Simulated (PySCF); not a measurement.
2-methylidenefuran-3-one (C5H4O2), SMILES C=C1OC=CC1=O. Atoms are numbered in the order given.

```xyz
11

C      0.9277    -1.8726     0.0000
C      0.5159    -0.6050     0.0000
O      1.3746     0.4785     0.0000
C      0.6034     1.6004     0.0000
C     -0.7281     1.3731     0.0000
C     -0.9038    -0.0874     0.0000
O     -1.9101    -0.7666     0.0000
H      0.1651    -2.6535     0.0000
H      1.9857    -2.1394     0.0000
H      1.1667     2.5335     0.0000
H     -1.5235     2.1136     0.0000
```
Charge 0, spin multiplicity 1.

Geometry: B3LYP-D3(BJ)/def2-SVP.

The numbers are results of PySCF with PBE/def2-TZVP, not measurements.

Atomic charges (e):

| atom | meta-Löwdin | Löwdin |
|---|---|---|
| C1 | ? | -0.12 |
| C2 | ? | -0.24 |
| O3 | ? | 0.34 |
| C4 | 0.11 | -0.20 |
| C5 | -0.25 | -0.15 |
| C6 | 0.30 | -0.34 |
| O7 | -0.40 | 0.14 |
| H8 | ? | 0.15 |
| H9 | ? | 0.14 |
| H10 | ? | 0.14 |
| H11 | 0.15 | 0.15 |

**Question.** What belongs in the gaps? (Estimate from the structure and the level; the computed values follow.)

**Answer.** 
- C1, meta-Löwdin: -0.25
- C2, meta-Löwdin: 0.14
- O3, meta-Löwdin: -0.25
- H8, meta-Löwdin: 0.16
- H9, meta-Löwdin: 0.14
- H10, meta-Löwdin: 0.15

Computed Mayer and Wiberg (Löwdin basis) orders of the bonds:
| bond | Mayer | Wiberg |
|---|---|---|
| C1–C2 | 1.77 | 2.02 |
| C2–O3 | 1.02 | 1.43 |
| O3–C4 | 1.12 | 1.56 |
| C4–C5 | 1.65 | 1.86 |
| C2–C6 | 0.93 | 1.08 |
| C5–C6 | 1.12 | 1.25 |
| C6–O7 | 2.05 | 2.59 |
| C1–H8 | 0.94 | 0.87 |
| C1–H9 | 0.95 | 0.88 |
| C4–H10 | 0.95 | 0.87 |
| C5–H11 | 0.95 | 0.84 |
